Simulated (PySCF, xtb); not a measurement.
B(AsH2)2(OH) (As2BH5O), SMILES OB([AsH2])[AsH2].

GFN2-xTB in xtb 6.7.1 at its own geometry gives an orbital gap of 3.75 eV and a dipole moment of 2.76 D.

Coordinates come from a B3LYP-D3(BJ)/def2-SVP optimisation. This is a generated structure with no PubChem entry under its InChIKey; it may be hypothetical. Other conformers were not sampled.

Question: What does HF/def2-TZVP run with PySCF give? (An estimate is asked for; the answer gives what the named calculation found.)

Answer: gap 11.90 eV (levels -9.30 and 2.60 eV), dipole 1.81 D.
